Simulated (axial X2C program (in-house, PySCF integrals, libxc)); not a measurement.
**Nuclear properties of HfBr⁻**

Calculated with an in-house all-electron X2C program for linear molecules (integrals from PySCF): two-component X2C with atomic mean-field Coulomb and Gaunt terms, Gaussian nuclei, basis Hf dyall-acv3z, Br dyall-acv3z with contracted cores.

R = 2.588 Å (near the PBE0 minimum at charge -1 of the determinant lowest at the starting distance; the state shown can have its own minimum elsewhere).

Input and command:
```json
{"zs": [72, 35], "q": -1, "bas": ["dyall-acv3z", "dyall-acv3z"], "r0": 2.66, "levels": ["PBE0", "HF", "TPSSh", "PBE50", "BP86"], "nst": 3}
```
```bash
python soeom.py task.json out
```

Keys: zs atomic numbers; q charge; bas basis sets; r0 starting distance in Å; levels methods; nst determinants followed.

Determinant lowest in the PBE0 search, Ω = 2 (⟨Sz⟩ = -0.92, ⟨Lz⟩ = 2.92 at PBE0), spin on the atoms Hf -0.92, Br 0.01:

```json
{"level": "PBE0", "Eeff magnitude (GV/cm)": "3.74", "Ws magnitude Hf (kHz)": "1.4", "A∥/gI Hf (MHz)": "528", "qzz Hf (a.u.)": "-2.23", "A∥/gI Br (MHz)": "24.8", "qzz Br (a.u.)": "0.67"}
{"level": "HF", "Eeff magnitude (GV/cm)": "38.6", "Ws magnitude Hf (kHz)": "19.2", "A∥/gI Hf (MHz)": "115", "qzz Hf (a.u.)": "-2.93", "A∥/gI Br (MHz)": "25.2", "qzz Br (a.u.)": "0.52"}
{"level": "TPSSh", "Eeff magnitude (GV/cm)": "2.82", "Ws magnitude Hf (kHz)": "0.903", "A∥/gI Hf (MHz)": "522", "qzz Hf (a.u.)": "-1.97", "A∥/gI Br (MHz)": "26.4", "qzz Br (a.u.)": "0.69"}
{"level": "PBE50", "Eeff magnitude (GV/cm)": "6.72", "Ws magnitude Hf (kHz)": "2.89", "A∥/gI Hf (MHz)": "461", "qzz Hf (a.u.)": "-2.76", "A∥/gI Br (MHz)": "20.4", "qzz Br (a.u.)": "0.59"}
{"level": "BP86", "Eeff magnitude (GV/cm)": "2.86", "Ws magnitude Hf (kHz)": "1.07", "A∥/gI Hf (MHz)": "536", "qzz Hf (a.u.)": "-1.71", "A∥/gI Br (MHz)": "29.4", "qzz Br (a.u.)": "0.73"}
```

Determinant 0.21 eV from it at PBE0 and this distance, Ω = 1 (⟨Sz⟩ = 0.97, ⟨Lz⟩ = 0.03 at PBE0), spin on the atoms Hf 1.00, Br -0.03:

```csv
level,Eeff magnitude (GV/cm),Ws magnitude Hf (kHz),A∥/gI Hf (MHz),qzz Hf (a.u.),A∥/gI Br (MHz),qzz Br (a.u.)
PBE0,17,16.5,489,0.53,-10.7,0.68
HF,44.3,43.8,1230,-0.45,2.51,0.43
TPSSh,17.2,16.4,554,0.57,-11.5,0.67
PBE50,23.5,23,719,-0.08,-4.28,0.63
BP86,14.3,13.7,244,1.19,-17.6,0.70
```

Eeff is the effective electric field on the electron electric dipole moment in this Ω state and Ws the scalar–pseudoscalar constant of the nucleus named (defined with the proton number Z and per Ω); A∥ (defined per Ω) follows by multiplying with gI = μI/(I μN); qzz is the electric field gradient, eQq0 = 234.96 MHz × Q/barn × qzz. The operators were transformed with the bare-nucleus X2C matrices; with these basis sets, hyperfine constants and field gradients can be off by tens of per cent, and where levels differ in sign neither size nor sign is settled.

Task: With Q(177Hf) = 3.365 barn, gI(79Br) = 1.4043, Q(79Br) = 0.3087 barn (g factors from the IAEA table of nuclear moments by Stone; Q from Pyykkö, Mol. Phys. 2018), turn the PBE0 values of the first state into constants in MHz.

Result: eQq0(177Hf) = 234.96 × (3.365) × (-2.23) = -1760 MHz; A∥(79Br) = 24.8 × 1.4043 = 34.8 MHz; eQq0(79Br) = 234.96 × (0.3087) × (0.67) = 48.6 MHz.

Each state is one determinant with collinear spin, which with several unpaired electrons need not be a pure state. Unrestricted Hartree–Fock can overshoot spin polarisation at the nuclei. For an anion, determinants above electron detachment, or with a positive highest level, are held by the basis set. With several open shells hyperfine constants can be off by a factor of several. Where Eeff spreads by more than a factor of two the levels disagree and none is to be relied on. Open-shell Ω = 0 determinants with evenly filled partner blocks cannot be reached by this program, so the Ω shown need not be the lowest component. States lie within half an eV, so the first need not be the ground state. Further determinants of the search, some of them spin-mixed, are not shown. Where a field gradient or hyperfine factor spreads by more than a factor of two over the levels, a constant derived from it is not to be relied on. PBE0 term energies can be off by some tenths of an eV.
